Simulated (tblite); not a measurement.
Computed values, GFN2-xTB/tblite, gas phase, harmonic and unscaled. Errors from tens to a few hundred cm⁻¹ against measured bands are possible. Modes of hydrogen on silicon can be 10 to 20 % off. One conformer each. Open shells enter through the occupations alone, without spin polarisation, and single modes of such species can be off by tens of per cent. Thermal functions are those of the rigid rotor and harmonic oscillator, without mixing of conformers.

Problem. Order these by their zero-point energy, highest first (kJ/mol).
A. `S=C1[CH]CC=C1` [radical]
B. `[SiH](S[SiH2]C(C)C)(N)N`
C. `CC/C=P\n1cccc1`
D. `N/C(F)=C\C=O`
E. `[C@@H](CC(N)=O)(C)CC#N`
F. `C#Cc1ccpc(C)c1Cl`

Solution. B (450.4), E (405.5), C (400.9), F (284.1), A (212.0), D (178.3).

| SMILES | atoms | mass (u) | symmetry number | modes under 300 cm⁻¹ | ZPE (kJ/mol) | S translation (J/(mol K)) | S rotation | S vibration | S spin | S | Cp |
| --- | --- | --- | --- | --- | --- | --- | --- | --- | --- | --- | --- |
| CC(C)[SiH2]S[SiH](N)N | 22 | 166.04 | 1 | 14 | 450.4 | 183.4 | 133.8 | 317.9 | 0.0 | 635.1 | 297.0 |
| C[C@H](CC#N)CC(N)=O | 19 | 126.08 | 1 | 6 | 405.5 | 179.9 | 129.0 | 214.5 | 0.0 | 523.4 | 236.8 |
| CC/C=P\n1cccc1 | 19 | 139.06 | 1 | 7 | 400.9 | 181.1 | 130.4 | 198.4 | 0.0 | 509.9 | 235.8 |
| C#Cc1ccpc(C)c1Cl | 16 | 167.99 | 1 | 6 | 284.1 | 183.5 | 133.8 | 199.7 | 0.0 | 517.0 | 228.5 |
| S=C1[CH]CC=C1 | 11 | 97.01 | 1 | 2 | 212.0 | 176.7 | 118.5 | 76.7 | 5.8 | 377.7 | 140.2 |
| N/C(F)=C\C=O | 10 | 89.03 | 1 | 3 | 178.3 | 175.6 | 116.7 | 89.5 | 0.0 | 381.8 | 136.3 |

Entropies and Cp are for 500 K and 1 bar.
